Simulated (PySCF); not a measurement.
# Telling isomers of C$_{5}$H$_{6}$F$_{2}$OSi apart by NMR

- shielding tensors at PBE0/pcSseg-1 (GIAO)
- coordinates at the GFN2-xTB level
- run in PySCF 2.14
- no solvent model, rapidly exchanging positions averaged, single conformer, relativity neglected

Shifts are taken against calculated references (same method and geometry level): 1H (σref 31.72) and 13C (σref 186.93) against TMS. Splittings of carbon signals by F and P are missing where no couplings were computed. Where no couplings were computed, multiplicities follow the n + 1 count of equivalent neighbours, and m marks all less simple cases (inequivalent or close neighbours, rings, F or P nearby). Shifts are as computed. Against solution values, carbons near 30 ppm lie about +3 ppm off and those near 130 ppm about +5 ppm. Of 1211 compounds with measured shifts, 218 miss one by over three times the rms of a fit or turn the order of signals round; such compounds aren't used in these exercises.

(1) Tabulate the signals of `FC(F)OC1=CC=C[SiH2]1`, `FC(F)OC1=C[SiH2]C=C1`, `O=C1[SiH2]C[C@@]2(F)C[C@@]12F`, `CC(=O)C1=C[SiH2]C1(F)F`, `C#C/C=C(\O[SiH3])C(F)F` and their relative energies.

(2) What is the quickest way to tell FC(F)OC1=CC=C[SiH2]1 from O=C1[SiH2]C[C@@]2(F)C[C@@]12F?

(3) What is the quickest way to tell FC(F)OC1=CC=C[SiH2]1 from FC(F)OC1=C[SiH2]C=C1?

(4) What is the quickest way to tell O=C1[SiH2]C[C@@]2(F)C[C@@]12F from CC(=O)C1=C[SiH2]C1(F)F?

Answers

(1) 
```tsv
SMILES	carbon types	δC	δH	E rel. (kcal/mol)
FC(F)OC1=CC=C[SiH2]1	1×C 4×CH	172.2, 156.5, 124.6, 123.0, 121.8	7.15 (m, 1H), 6.62 (m, 1H), 6.08 (d, 1H), 5.71 (m, 1H), 4.69 (m, 2H)	5.5
FC(F)OC1=C[SiH2]C=C1	1×C 4×CH	171.4, 154.4, 138.4, 122.4, 95.9	7.13 (d, 1H), 6.80 (m, 1H), 6.52 (m, 1H), 4.77 (m, 2H), 4.67 (m, 1H)	0.0
O=C1[SiH2]C[C@@]2(F)C[C@@]12F	3×C 2×CH2	234.2, 93.6, 89.1, 26.0, 16.5	3.99 (m, 1H), 3.97 (m, 1H), 2.17 (m, 1H), 2.14 (m, 1H), 2.04 (m, 1H), 1.21 (m, 1H)	11.9
CC(=O)C1=C[SiH2]C1(F)F	3×C 1×CH 1×CH3	196.5, 168.7, 159.8, 133.1, 32.7	7.84 (m, 1H), 5.13 (m, 2H), 2.60 (s, 3H)	9.0
C#C/C=C(\O[SiH3])C(F)F	2×C 3×CH	168.2, 121.0, 95.5, 93.2, 82.3	6.24 (m, 1H), 5.61 (m, 1H), 5.46 (s, 3H), 2.89 (d, 1H)	27.2
```

Energies are electronic energies at PBE0/pcSseg-1 on these geometries, without zero-point or thermal terms, each for the one conformer computed, which needn't be the lowest.

(2) Both give the same number of carbon signals, but DEPT or the intensities differ. The first has an alkene carbon bearing oxygen (C) at 172.2 ppm, the second a carbonyl carbon (C) at 234.2 ppm. In the proton spectra the most deshielded non-exchanging signals are 7.15 (m, 1H) and 3.99 (m, 1H).

(3) Both give the same number of carbon signals, with the same numbers of each carbon type, so the positions decide. The first has a β carbon of an enol-ether or enamine type C=C (CH) at 124.6 ppm, the second a β carbon of an enol-ether or enamine type C=C (CH) at 95.9 ppm. Their most deshielded carbons lie at 172.2 and 171.4 ppm.

(4) Both give the same number of carbon signals, but DEPT or the intensities differ. The first has a three-membered-ring carbon (CH2) at 26.0 ppm, the second an α carbon of a C=C–C=O unit (C) at 168.7 ppm. Their most deshielded carbons lie at 234.2 and 196.5 ppm. In the proton spectra the most deshielded non-exchanging signals are 3.99 (m, 1H) and 7.84 (m, 1H).
